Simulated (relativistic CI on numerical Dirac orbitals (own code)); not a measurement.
# Ce2+ (4f2) in a crystal field

Calculated by Dirac-Coulomb-Breit CI, orbitals from a KLI potential per configuration, model QED, valence Slater integrals scaled by 0.75, one configuration in a parametric crystal field (own radial code).

Field parameters in Wybourne normalisation. The field is a parameter set, without covalency.

S is read from ⟨S²⟩ = S(S + 1).

Levels (cm⁻¹, degeneracy): 0 (1), 11 (1), 35 (1), 39 (1), 57 (1), 91 (1), 96 (1), 107 (1), 158 (1), 1466 (1), 1471 (1), 1491 (1).

Q: Which field gives this pattern?
A. C2v, B20 = -340, B22 = 200, B40 = 40, B42 = 320, B44 = 450, B60 = 170, B62 = 30, B64 = 210, B66 = -330 cm⁻¹
B. C2v, B20 = -160, B22 = 0, B40 = 340, B42 = 90, B44 = 30, B60 = -170, B62 = 120, B64 = 30, B66 = -220 cm⁻¹
C. C2v, B20 = 130, B22 = 90, B40 = 40, B42 = 110, B44 = 0, B60 = -320, B62 = -190, B64 = 130, B66 = -370 cm⁻¹
D. C2v, B20 = 380, B22 = 120, B40 = 570, B42 = 250, B44 = 90, B60 = -190, B62 = 70, B64 = -320, B66 = -190 cm⁻¹

A: B. C2v, B20 = -160, B22 = 0, B40 = 340, B42 = 90, B44 = 30, B60 = -170, B62 = 120, B64 = 30, B66 = -220 cm⁻¹, ground level with S = 0.98.
